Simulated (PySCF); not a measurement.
ScF3, SMILES [F][Sc]([F])[F].

Coordinates come from a r2SCAN-D4/def2-SVP optimisation. The isomer is the one that the SMILES or the coordinates give; other isomers of the formula were not compared.

These are r2SCAN/def2-TZVPD in PySCF values and carry that method's errors.

The molecule is in vacuum.

- total energy = -1060.48585 hartree
- point group = D3h
- highest occupied level = -9.69 eV
- lowest empty level = -3.08 eV
- orbital gap = 6.60 eV
- dipole moment = 0.000 e·Å
- quadrupole, principal values (traceless, Buckingham form, about the centre of nuclear charge) = -6.63, -6.63, 13.25 D·Å
- mean static polarisability = 28.9 bohr³ (4.28 Å³)
- polarisability, principal values = 20.8, 33.0, 33.0 bohr³
